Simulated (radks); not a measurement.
All-electron atom: a nucleus of charge 13.8 with 14 electrons in [Ne] 3s2 3p2.

All-electron calculation, scalar-relativistic Kohn-Sham, PBE, spin-unpolarised, spherical densities, point nucleus. Program: a radial shooting solver on a logarithmic mesh with Libxc functionals.

Energy parts (eV):
part                      energy
total                  -7620.329
kinetic                 7638.081
electron-nucleus      -18215.743
Hartree                 3507.863
exchange-correlation    -550.530

Orbitals (lengths in bohr, moments of r in powers of bohr; r(90%) holds 90 % of the orbital's charge):
orbital,occ.,eigenvalue (eV),<1/r>,r(90%),<r^4>,<r^2>
1s,2,-1727.574,13.44,0.202,0.0007654,0.01719
2s,2,-131.4641,2.531,0.913,0.2985,0.4006
2p,6,-88.6159,2.410,0.925,0.3278,0.3818
3s,2,-8.8103,0.6035,3.44,61.05,5.910
3p,2,-2.5434,0.4518,4.85,251.1,11.03

The highest occupied level is 3p at -2.543 eV. Summed over all electrons, <r^2> = 37.00 bohr^2, which gives a Langevin (diamagnetic) susceptibility term of -29.3 x 10^-6 cm^3/mol.
